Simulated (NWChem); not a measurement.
# C2H8BNO; SMILES B(O)N(C)C

```xyz
13

B     -0.7073    -0.8657     0.0000
H     -1.9169    -0.8951     0.0000
O     -0.0672    -2.0705     0.0000
H      0.8926    -2.0097     0.0000
N     -0.0620     0.3934     0.0000
C      1.3633     0.5849     0.0000
C     -0.8141     1.6226     0.0000
H      1.7013     1.1468    -0.8907
H      1.7013     1.1468     0.8907
H      1.9002    -0.3756     0.0000
H     -0.5883     2.2390     0.8906
H     -0.5883     2.2390    -0.8906
H     -1.8897     1.4029     0.0000
```
Atoms are numbered in this order, from 1.

Geometry: optimised at PBE0/def2-SVP. No frequency run checked for a minimum. B3LYP is NWChem's, with the RPA form of VWN correlation.

Symmetry labels are those of Cs in the frame above (b1 and b2, or b-type labels, depend on it).

### Question
List the 4 lowest vertical singlet excitations from B3LYP/6-31G* (spherical d), full TDDFT (NWChem).

### Answer
```
state  energy (eV)  oscillator strength  symmetry  leading excitation (squared amplitude)
-----  -----------  -------------------  --------  --------------------------------------
S1            6.93                0.005        a"                      HOMO → LUMO (1.00)
S2            7.71                0.277        a'                    HOMO → LUMO+1 (0.97)
S3            8.03                0.039        a"                    HOMO → LUMO+2 (0.99)
S4            9.02                0.002        a"                    HOMO → LUMO+3 (0.97)
```
